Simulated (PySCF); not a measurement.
C2H6Si, SMILES [SiH2]1CC1. The structure is a stationary point at PBE-D3(BJ)/def2-TZVP.

The numbers are results of PBE-D3(BJ)/def2-TZVP run with PySCF 2.14.0, not measurements.

Harmonic wavenumbers (cm⁻¹): 389, 482, 577, 635, 668, 718, 762, 868, 881, 932, 963, 996, 1160, 1375, 1386, 2194, 2219, 3055, 3057, 3125, 3141. Rotational constants (GHz): 18.49, 9.161, 7.274; symmetry number 2.

Task: Work out the zero-point energy and the ideal-gas rigid-rotor harmonic-oscillator thermochemistry at 298.15 K and 1 atm.

Result: ZPE = ½ Σ hcν = ½ × 29584 cm⁻¹ = 176.95 kJ/mol. H − E(el) = 190.75 kJ/mol. Entropy in J/(mol K): translation 159.42, rotation 90.81, vibration 17.53, total 267.76. G − E(el) = 110.91 kJ/mol. Cp = 75.20 J/(mol K).
